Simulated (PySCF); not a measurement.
Telling isomers of C₅H₆O₃ apart by NMR

All values are calculated (PySCF): coordinates at the GFN2-xTB level, σ from GIAO-PBE0/pcSseg-1. One averaged value for each set of equivalent atoms, a single conformation, no relativistic terms, gas phase.

Referencing at the same level of theory: 1H (31.72 ppm), 13C (186.93 ppm) against TMS. Where no couplings were computed, multiplicities follow the n + 1 count of equivalent neighbours, and m marks all less simple cases (inequivalent or close neighbours, rings, F or P nearby). Shifts are as computed. Against solution values, carbons near 30 ppm lie about +3 ppm off and those near 130 ppm about +5 ppm. Of 1211 compounds with measured shifts, 218 miss one by over three times the rms of a fit or turn the order of signals round; such compounds aren't used in these exercises.

(1) Tabulate the signals of `CO[C@@H]1C=CC(=O)O1`, `O=COC1=CCOC1` and their relative energies.

(2) What is the quickest way to tell CO[C@@H]1C=CC(=O)O1 from O=COC1=CCOC1?

## Answers

(1) 
```tsv
SMILES	carbon types	δC	δH	E rel. (kcal/mol)
CO[C@@H]1C=CC(=O)O1	1×C 3×CH 1×CH3	174.0, 159.5, 133.8, 107.4, 59.7	7.29 (m, 1H), 6.22 (d, 1H), 5.83 (m, 1H), 3.84 (s, 3H)	0.0
O=COC1=CCOC1	1×C 2×CH 2×CH2	162.5, 151.8, 117.8, 80.7, 77.7	8.19 (s, 1H), 6.73 (t, 1H), 5.21 (m, 2H), 4.98 (s, 2H)	12.3
```

Energies are electronic energies at PBE0/pcSseg-1 on these geometries, without zero-point or thermal terms, each for the one conformer computed, which needn't be the lowest.

(2) Both give the same number of carbon signals, but DEPT or the intensities differ. The first has a methyl carbon bonded to O (CH3) at 59.7 ppm, the second an allylic sp3 CH2 bonded to O at 80.7 ppm. Their most deshielded carbons lie at 174.0 and 162.5 ppm. In the proton spectra the most deshielded non-exchanging signals are 7.29 (m, 1H) and 8.19 (s, 1H).
